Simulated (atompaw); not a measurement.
An all-electron radial function and its pseudo partner (gallium)

Columns: radius, all-electron u(r) and pseudo u(r) of the 4p shell (level -2.57 eV) of gallium in the configuration [Ar] 3d10 4s2 4p1; PBEsol, scalar-relativistic, PAW (atompaw) scheme, atompaw 4.2.0.5.

```
r (bohr)  all-electron  pseudo
   0.106        0.1237  0.0014
   0.212        0.0323  0.0056
   0.317       -0.1126  0.0126
   0.423       -0.1955  0.0226
   0.529       -0.2052  0.0355
   0.635       -0.1644  0.0516
   0.740       -0.0971  0.0706
   0.846       -0.0177  0.0929
   0.952        0.0634  0.1185
   1.058        0.1409  0.1473
   1.163        0.2115  0.1787
   1.269        0.2754  0.2132
   1.375        0.3315  0.2501
   1.481        0.3801  0.2888
   1.587        0.4215  0.3286
   1.692        0.4562  0.3683
   1.798        0.4852  0.4075
   1.904        0.5088  0.4446
   2.010        0.5275  0.4784
   2.115        0.5417  0.5073
   2.221        0.5521  0.5308
   2.327        0.5590  0.5479
   2.433        0.5629  0.5584
   2.538        0.5640  0.5629
   2.644        0.5628  0.5627
   2.750        0.5596  0.5596
```

(1) How many radial nodes do the two functions have?

(2) Where does each function peak?

(3) Is the pseudo-wave norm-conserving?

## Answers

(1) The all-electron 4p function has n − l − 1 = 2; the pseudo-wave has 0, since the states of the same l below it are removed with the core.

(2) Outermost all-electron maximum near 2.54 bohr, pseudo maximum near 2.54 bohr (to the table’s step).

(3) No, it belongs to a PAW set: the norm inside the radius is not constrained, and the difference is carried by the augmentation charge.
